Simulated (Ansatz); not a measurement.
Species: sum formula H$_{3}$SiO$_{3}$ (charge -1, singlet). It need not be the lowest isomer of its formula. Whether it binds its extra electron was not tested at this geometry. 
Coordinates optimised at B3LYP-D3(BJ)/def2-TZVP (Ansatz, a quantum-chemistry and plane-wave program):
```
Si
O 1 1.7568
H 2 0.9664 1 106.90
O 1 1.7568 2 97.17 3 5.02
H 4 0.9664 1 106.90 2 -93.18
O 1 1.7568 2 97.17 3 -93.18
H 6 0.9664 1 106.90 2 5.02
```
Charge -1, spin multiplicity 1.

Basis-set convergence of Hartree-Fock and CCSD correlation energies (hartree) with Ansatz. Cores are frozen in the correlated levels unless marked. Spin-orbit coupling is left out. No relativistic terms.

```tsv
basis	functions	E(HF)	E(corr, CCSD)
aug-cc-pV(D+d)Z	128	-515.42568	-0.74903
aug-cc-pV(T+d)Z	262	-515.49881	-0.89711
aug-cc-pV(Q+d)Z	467	-515.51727	-0.94715
```

Extrapolating the two largest sets (X = 3 and 4) as X^-3: E(corr) = (64·(-0.94715) - 27·(-0.89711))/37 = -0.9837 Eh, an estimate of the basis-set limit. The largest set recovers 96.3 % of it, the smallest 76.1 %.
